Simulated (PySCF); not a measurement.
ClLi, charge +1, multiplicity 2. Atoms are numbered in the order given.

```xyz
2

Li     0.0000     0.0000    -2.0349
Cl     0.0000     0.0000     0.3591
```
Charge +1, spin multiplicity 2.

Geometry optimised at PBE-D3(BJ)/def2-TZVPD. The multiplicity is an assumed one; other spin states were not compared.

Calculation: PBE0/def2-TZVPD in PySCF.

Mulliken values depend strongly on the basis, most of all with diffuse functions as here. Atomic charges (e):

```json
[
 {"atom": "Li1", "Mulliken": "0.96", "meta-Löwdin": "0.92", "Mulliken spin": "0.00"},
 {"atom": "Cl2", "Mulliken": "0.04", "meta-Löwdin": "0.08", "Mulliken spin": "1.00"}
]
```
